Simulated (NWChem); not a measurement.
Molecule: CdN$_{2}$H$_{4}$; SMILES [NH2][Cd][NH2]

```xyz
7

Cd     0.0000     0.0000    -0.6454
N     -2.0119     0.1257    -0.7990
H     -2.3228     1.0800    -1.0310
H     -2.4731    -0.1035     0.0925
N      2.0119    -0.1257    -0.7990
H      2.3228    -1.0800    -1.0310
H      2.4731     0.1035     0.0925
```
Atoms are numbered in this order, from 1.

Level: PBE-D3(BJ)/def2-SVP with def2 effective core potentials on Cd (NWChem), optimised geometry, unscaled harmonic frequencies. def2 effective core potentials on Cd; no spin-orbit coupling.

```csv
frequency (cm⁻¹),IR intensity (km/mol)
139,1.2
144,4.2
203,29.1
469,23.4
538,181.4
593,45.5
616,23.0
776,19.5
777,14.4
1488,2.5
1488,4.1
3401,2.2
3401,6.8
3497,2.6
3497,3.2
```

| Quantity | Result |
|---|---|
| zero-point energy | 30.0 kcal/mol |
| thermal correction to the enthalpy at 298.15 K (with zero-point energy) | 34.2 kcal/mol |
| heat capacity Cv | 17.7 cal/(mol K) |
| entropy at 298.15 K and 1 atm (symmetry number 2) | 72.5 cal/(mol K) |

Rigid rotor and harmonic oscillator.
